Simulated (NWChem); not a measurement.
Correlation energy of Br

```xyz
1

Br     0.0000     0.0000     0.0000
```
Charge 0, spin multiplicity 2.

Program: NWChem.

Basis set: def2-SVP. Each correlation energy counts from its own Hartree-Fock reference.

The Hamiltonian is non-relativistic. The correlated methods keep 9 core orbitals frozen. The stability of the SCF solutions was not checked. Open-shell Hartree-Fock references start from PBE0 orbitals. Coupled-cluster values serve here as a point of comparison, not as the truth.

### Question
One of these methods gave a correlation energy of -206.6 mHa. Which?
A. SCS-UMP2
B. CCSD[T] on UHF
C. CCSD on UHF
D. UMP2

### Answer
D, UMP2. The others give -191.0 (SCS-UMP2), -213.2 (CCSD on UHF), -216.5 (CCSD[T] on UHF).
